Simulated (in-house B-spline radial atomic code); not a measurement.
Atomic self-consistent-field run: Ni VIII (Ni7+). Computed with a B-spline radial code for spherical atoms: scalar-relativistic (X2C) wB97X, spin-polarised, spherical fractional occupations, exact exchange averaged over the configuration, Fermi nucleus of rms radius 3.7757 fm.

Command:
```bash
python run_scf.py task.json out
```
Settings (nuclear radius in fm, mass in u):
```
Z                28
configuration    [Ar] 3d3
hamiltonian      x2c
method           wb97x
spin_polarised   True
nucleus          fermi
rms_radius       3.7757
atomic_mass      57.93534
speed_of_light   137.035999084
exact_exchange   averaged over the configuration
```

Output (hartree, bohr):
```
 radial grid: 65 intervals, B-splines of order 8, outer radius 8.961 bohr

 iter        energy (Eh)    residual
    1       -1490.487356    9.10e-01
    2       -1502.568286    4.11e-01
    3       -1504.462937    1.36e-01
    4       -1504.680465    4.39e-02
    5       -1504.702342    1.71e-02
    6       -1504.705979    8.69e-04
    7       -1504.705983    7.01e-05
    8       -1504.705983    3.71e-06
    9       -1504.705983    2.81e-07
   10       -1504.705983    1.76e-07

 total energy                     -1504.70598
 kinetic                            1529.5397
 electron-nucleus                  -3497.1107
 Hartree                             521.7666
 exact exchange                      -11.7771
 exchange-correlation                -47.1245

 orbital      occ     eigenvalue          <r>       <r^2>       <1/r>       r_max
 1s up      1.000      -308.4817    0.0537478   0.0038986     28.5324     0.03501
 1s down    1.000      -308.4817    0.0537473   0.0038985     28.5325     0.03501
 2s up      1.000       -42.4294     0.244444   0.0705658     6.14395      0.2045
 2s down    1.000       -42.3268     0.243972   0.0702739     6.15633      0.2043
 2p up      3.000       -37.2891     0.215226   0.0568413     5.95983      0.1649
 2p down    3.000       -37.2063     0.214682   0.0565202      5.9712      0.1648
 3s up      1.000        -9.6648     0.698776    0.558374     2.04734      0.6242
 3s down    1.000        -9.4654     0.702444    0.564332     2.03159      0.6254
 3p up      3.000        -8.1102     0.712878    0.589518     1.92366      0.6245
 3p down    3.000        -7.8980     0.718124    0.598417     1.90555      0.6263
 3d up      3.000        -5.6653     0.717116    0.614641     1.71484      0.5646
```

Cost of the run: 0.45 s on 1 thread of AMD EPYC 9R45 96-Core Processor, with other jobs on the host.

One-electron X2C: radii and densities carry no picture-change correction, so inner-shell <1/r> comes out high (for 1s by about 2 % at Z = 33, 5 % at 54, 10 % at 75, 30 % at 118) and <r> low.
